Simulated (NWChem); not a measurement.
System: diselenium (Se₂, triplet); SMILES [Se]=[Se]

Output (shortened):

```
             Northwest Computational Chemistry Package (NWChem) 7.3.0
             --------------------------------------------------------

                             Geometry "geometry" -> ""
                             -------------------------

 Output coordinates in angstroms (scale by  1.889725989 to convert to a.u.)

  No.       Tag          Charge          X              Y              Z
 ---- ---------------- ---------- -------------- -------------- --------------
    1 Se                  34.0000     0.00000000     0.00000000     1.08386600
    2 Se                  34.0000     0.00000000     0.00000000    -1.08386600

 Effective nuclear repulsion energy (a.u.)     282.1976608933

                                 NWChem DFT Module
                                 -----------------

 Summary of "ao basis" -> "ao basis" (spherical)
 ------------------------------------------------------------------------------
       Tag                 Description            Shells   Functions and Types
 ---------------- ------------------------------  ------  ---------------------
 Se                        def2-svpd                15       41   6s5p4d

            General Information
            -------------------
          SCF calculation type: DFT
          Wavefunction type:  spin polarized.
          No. of atoms     :     2
          No. of electrons :    68
           Alpha electrons :    35
            Beta electrons :    33
          Charge           :     0
          Spin multiplicity:     3
          Use of symmetry is: off; symmetry adaption is: off
          Maximum number of iterations: 150
          AO basis - number of functions:    82
                     number of shells:    30
          Convergence on energy requested:  1.00D-06
          Convergence on density requested:  1.00D-05
          Convergence on gradient requested:  5.00D-04

              XC Information
              --------------
                         B3LYP Method XC Potential
                     Hartree-Fock (Exact) Exchange  0.200
                        Slater Exchange Functional  0.800 local
                    Becke 1988 Exchange Functional  0.720 non-local
              Lee-Yang-Parr Correlation Functional  0.810
                  VWN I RPA Correlation Functional  0.190 local

[...]

                                NWChem TDDFT Module
                                -------------------

            General Information
            -------------------
           No. of orbitals :     164
            Alpha orbitals :      82
             Beta orbitals :      82
        Alpha frozen cores :       0
         Beta frozen cores :       0
     Alpha frozen virtuals :       0
      Beta frozen virtuals :       0
         Spin multiplicity :       3
    Number of AO functions :      82
        Use of symmetry is : off
      Symmetry adaption is : off
         Schwarz screening :  0.10D-07

              XC Information
              --------------
                  B3LYP Method XC Potential
              Hartree-Fock (Exact) Exchange   0.20
                 Slater Exchange Functional   0.80 local
             Becke 1988 Exchange Functional   0.72 non-local
       Lee-Yang-Parr Correlation Functional   0.81
           VWN I RPA Correlation Functional   0.19 local

             TDDFT Information
             -----------------
          Calculation type : Tamm-Dancoff TDDFT
         Wavefunction type : Unrestricted
          No. of electrons :      68
           Alpha electrons :      35
            Beta electrons :      33
              No. of roots :       6
          Max subspacesize :    5200
            Max iterations :     100
               Target root :       1
           Target symmetry : none
      Symmetry restriction : off
                 Algorithm : Optimal
        Davidson threshold :  0.10D-03

    6 smallest eigenvalue differences (eV)
--------------------------------------------------------
  No. Spin  Occ  Vir  Irrep   E(Occ)    E(Vir)   E(Diff)
--------------------------------------------------------
    1    2   33   34 a        -0.302    -0.149     4.159
    2    2   33   35 a        -0.302    -0.149     4.159
    3    2   32   34 a        -0.302    -0.149     4.159
    4    2   32   35 a        -0.302    -0.149     4.159
    5    1   35   36 a        -0.242    -0.053     5.146
    6    1   34   36 a        -0.242    -0.053     5.146
--------------------------------------------------------

  Entering Davidson iterations
  Unrestricted

  Iter   NTrls   NConv    DeltaV     DeltaE      Time
  ----  ------  ------  ---------  ---------  ---------
    1      6       0     0.22E+00   0.10+100       11.1
    2     12       0     0.35E-01   0.79E-01       11.0
    3     18       1     0.63E-02   0.17E-02        9.6
    4     23       3     0.17E-02   0.74E-04        9.1
    5     26       5     0.11E-02   0.43E-05        8.1
    6     27       5     0.17E-03   0.41E-06        5.7
    7     28       6     0.17E-04   0.17E-07        5.8
  ----  ------  ------  ---------  ---------  ---------
  Convergence criterion met

  Ground state a       -4802.599420577442 a.u.
  <S2> =   2.0059

  ----------------------------------------------------------------------------
  Root   1         a              0.096736706 a.u.                2.6323 eV
  <S2> =   2.0052
  ----------------------------------------------------------------------------
     Transition Moments    X  0.00000   Y  0.00000   Z  0.00000
     Dipole Oscillator Strength                    0.0000000000
     Electric Quadrupole                           0.0000000000
     Magnetic Dipole                               0.0000000000
     Total Oscillator Strength                     0.0000000000

[...]
```

Level: B3LYP/def2-SVPD, spin-unrestricted, TDA. Structure relaxed at the PBE0/def2-SVP, spin-unrestricted level. No stability test was run on the SCF state.

Question: Which NWChem input produces such a log?

Answer: This is not unique; one that fits is the input that was run:
```
start job
memory heap 200 mb stack 900 mb global 1100 mb
geometry units angstroms noautosym nocenter noautoz
  Se     0.000000     0.000000     1.083866
  Se     0.000000     0.000000    -1.083866
end
basis spherical
  Se library def2-svpd
end
dft
  odft
  mult 3
  xc b3lyp
  iterations 150
end
tddft
  cis
  nroots 6
end
task tddft energy
```
